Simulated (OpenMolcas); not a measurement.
# Tl+: from CASSCF to CASPT2

```
Program             : OpenMolcas 26.06
Basis               : ANO-R1 [7s6p4d2f]
Scalar Hamiltonian  : X2C, finite nucleus
Active space        : 2 electrons in 4 orbitals (6s 6p)
State averaging     : 2S+1 = 3 even, 3 roots; 2S+1 = 1 even, 1 root; 2S+1 = 3 odd, 3 roots; 2S+1 = 1 odd, 3 roots
Spin-orbit coupling : RASSI with atomic mean-field integrals over the reference wave functions, term energies averaged over their components
```

Methods on the same reference wave functions:
A. CASSCF
B. SS-CASPT2, IPEA 0.25 Eh, imaginary shift 0.1 Eh (closed shells correlated: 5d)

Energies in cm-1 above 6s2 1S0, the measured ground level; measured values from NIST Handbook of Basic Atomic Spectroscopic Data.

```csv
Level,A,B,Measured
6s2 1S0,0.0,0.0,0.0
6s 6p 3P* 0,46923,51635,49451
6s 6p 3P* 1,49968,54541,52394
6s 6p 3P* 2,57534,62246,61728
6s 6p 1P* 1,78006,76666,75663
```

Deviations, from unrounded energies. A percentage is the sum of absolute deviations over the sum of measured energies, with the sign that they share, or ± where signs differ.

| Against measurement | Levels | A | B |
| --- | --- | --- | --- |
| mean absolute deviation (cm-1) | 4 | 2900 | 1500 |
| other configurations (%) | 4 | ±4.8 | +2.4 |

B lies closest to measurement on these levels. The largest miss of B in the table is 6s 6p 3P* 0, by +2200 cm-1. The ranking rests on the paired levels alone, and a cruder setting can come out closer through cancelling errors.

The lowest spin-free term lies below A's lowest term by 0.313 hartree in B.

Spin-orbit splittings of 6p shells tend to come out small when the coupling is added on scalar orbitals. Computed and measured levels are paired by configuration, term and J; levels that our copy of the source lacks, or whose pairing is in doubt (as where it misses far off the trend of its configuration), stay unpaired and out of the deviations. Only configurations of the active space appear. Levels that lie high or do not pair safely by name in every column are left out.

* marks odd parity.
